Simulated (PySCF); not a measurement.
Can point charges reproduce the dipole moment of `O(/C=C/OC(F)(F)F)C(=C)C`?

Coordinates (GFN2-xTB, Å) and charges (e) from the PBE0/pcSseg-1 density (PySCF):

```csv
atom,x,y,z,Mulliken,IAO,Hirshfeld,ESP-fitted
C1,-1.682,0.912,0.824,-0.1797,-0.4146,-0.1474,-0.7930
C2,-1.785,0.033,-0.163,-0.0489,+0.2176,+0.0856,+0.5752
C3,-3.044,-0.679,-0.547,-0.1794,-0.4326,-0.1180,-0.6388
O4,-0.751,-0.323,-1.003,-0.4468,-0.2947,-0.0821,-0.2984
C5,0.523,-0.145,-0.587,+0.0969,+0.0090,+0.0013,-0.0230
C6,1.496,-0.046,-1.485,+0.1114,-0.0208,-0.0064,-0.0990
O7,2.868,0.054,-1.229,-0.4439,-0.3111,-0.1147,-0.2712
C8,3.293,0.088,0.016,+0.9501,+0.9486,+0.3167,+0.7036
F9,4.615,0.203,0.022,-0.2406,-0.2642,-0.0903,-0.1896
F10,2.996,-1.013,0.732,-0.2737,-0.2907,-0.0978,-0.2000
F11,2.810,1.118,0.738,-0.2766,-0.2927,-0.0981,-0.2097
H12,-0.772,1.440,1.047,+0.1297,+0.1559,+0.0418,+0.2579
H13,-2.532,1.140,1.439,+0.1215,+0.1633,+0.0492,+0.2583
H14,-3.234,-0.536,-1.608,+0.1361,+0.1635,+0.0513,+0.1842
H15,-3.885,-0.305,0.026,+0.1223,+0.1572,+0.0550,+0.1860
H16,-2.935,-1.748,-0.370,+0.1357,+0.1612,+0.0504,+0.1878
H17,0.682,-0.131,0.485,+0.1517,+0.1581,+0.0381,+0.1615
H18,1.327,-0.056,-2.547,+0.1344,+0.1869,+0.0654,+0.2083
```

Task: What dipole does each set of charges give (1 e·Å = 4.803 D), and what does the density give?

Result: The full density gives (-2.57, -0.18, -0.32) D, 2.60 D in size; dipole vectors point from the negative to the positive end.

```csv
scheme,μx,μy,μz,size (D),share of the full size (%),angle to the full dipole (°)
Mulliken,-3.86,0.05,0.53,3.89,150,16
IAO,-3.13,-0.19,-0.85,3.24,125,8
Hirshfeld,-1.61,-0.27,-0.54,1.72,66,13
ESP-fitted,-2.62,-0.19,-0.34,2.65,102,0
```

Task: Which set comes closest?

Result: Length of the difference vector: ESP-fitted 0.05 D, IAO 0.77 D, Hirshfeld 0.99 D, Mulliken 1.55 D. Closest: ESP-fitted. ESP charges are fitted to the potential around the molecule, whose slowest-falling term is the dipole's. 

Task: What is left for the Hirshfeld atoms' own dipoles?

Result: The shares of the density sum to the whole, so what Σ q r misses lies in dipoles about the nuclei. The atomic dipoles sum to (-2.57, -0.18, -0.32) − (-1.61, -0.27, -0.54) = (-0.96, 0.09, 0.22) D, 0.99 D in size.

Task: With the origin at the mean of the coordinates, (0.000, 0.000, -0.234) Å, which are the largest single terms, by size, of the ESP-fitted dipole along the direction of the full one?

Result: C8 -11.15, C3 -9.51, C1 -5.61, C2 +4.85, F9 +4.20 D; all 18 atoms together +2.65 D. The single terms depend on the origin, their sum doesn't.

Task: Give the size of the full dipole in other units.

Result: 2.60 D = 1.022 au = 0.541 e·Å = 8.67 × 10⁻³⁰ C·m.

Isolated species at its GFN2-xTB geometry (one conformer only).

These values come from a run that also computed NMR shieldings. Time: 35 s. Hardware: Arm Neoverse V2, one thread, on a shared host.

Shape of the structure used: `[CH2:1]=[C:2]([CH3:3])[O:4]/[CH:5]=[CH:6]/[O:7][C:8]([F:9])([F:10])[F:11]`: C1–C2–O4–C5 23°, C2–O4–C5–C6 -158°, C5–C6–O7–C8 -2°, C6–O7–C8–F9 -179°.
